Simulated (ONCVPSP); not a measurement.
## Tc: excitation energies, all-electron against ONCV

```
Element                 : technetium
Generator               : ONCVPSP 4.0.1
Type                    : optimised norm-conserving Vanderbilt (ONCV)
Functional              : PW91
Relativity              : scalar-relativistic
Frozen core             : [Ar] 3d10
Valence charge          : 15
Reference configuration : 4s2 4p6 4d5 (charge +2)
Partial waves           : 4s: rc 1.05 bohr, ncon 3, nbas 6, qcut 5.7 1/bohr, 2 projectors, debl 0.6 Ha; 4p: rc 1.70 bohr, ncon 3, nbas 7, qcut 9.5 1/bohr, 2 projectors, debl 2.9 Ha; 4d: rc 2.15 bohr, ncon 4, nbas 9, qcut 6 1/bohr, 3 projectors, debl 1.9 Ha
Local potential         : polynomial inside 0.70 bohr (lpopt 3, dvloc0 0 Ha)
Core correction         : Teter function, fcfact 5.25, rcfact 1.25
```

In the s channel the program set the typed energies aside and used -3.296, 0.250 Ha.

Energies are relative to the spin-unpolarised reference configuration 4s2 4p6 4d5; without spin polarisation the order of configurations can differ from experiment.

```
valence configuration  charge  ΔE all-electron (eV)  error AE − PS (meV)
      4s2 4p6 4d5 5s1      +1               -14.917                 +1.9
          4s2 4p6 4d4      +3                28.775                  +23
      4s1 4p6 4d5 5s2      +1                56.877                  -67
```

(1) What are ΔE and the potential's error for 4s2 4p6 4d5 5s2?

Levels in the configuration 4s2 4p6 4d5 5s1:

```tsv
level	all-electron (eV)	pseudo (eV)
4s	-81.019	-80.990
4p	-52.989	-52.973
4d	-14.158	-14.153
5s	-11.461	-11.461
```

Note: no bound ghost flagged; GHOST(+) flagged for s at 34.7 eV.

## Answers

(1) ΔE = -23.135 eV all-electron; the error (AE − PS) is +4.0 meV.
